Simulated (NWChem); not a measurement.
Molecule: SnHClF₂; SMILES [F][SnH]([F])[Cl]

```xyz
5

Sn     0.2649    -0.2825     0.0000
F     -0.6348    -1.0491     1.5129
F     -0.6348    -1.0491    -1.5129
Cl    -0.2194     1.9817     0.0000
H      1.9108    -0.6818     0.0000
```
Atoms are numbered in this order, from 1.

Coordinates come from a PBE0/def2-SVP optimisation. Not confirmed as a minimum by frequencies. def2 effective core potentials on Sn; no spin-orbit coupling.

Symmetry labels are those of Cs in the frame above (b1 and b2, or b-type labels, depend on it).

**Question.** List the 4 lowest vertical singlet excitations from PBE0/def2-SVPD with def2 effective core potentials on Sn, TDA (NWChem).

**Answer.** 
```
state  energy (eV)  oscillator strength  symmetry  leading excitation (squared amplitude)
-----  -----------  -------------------  --------  --------------------------------------
S1            5.99                0.012        a"                    HOMO−1 → LUMO (0.98)
S2            6.00                0.022        a'                      HOMO → LUMO (0.96)
S3            7.26                0.147        a'                    HOMO−2 → LUMO (0.76)
S4            7.37                0.016        a"                    HOMO−4 → LUMO (0.90)
```
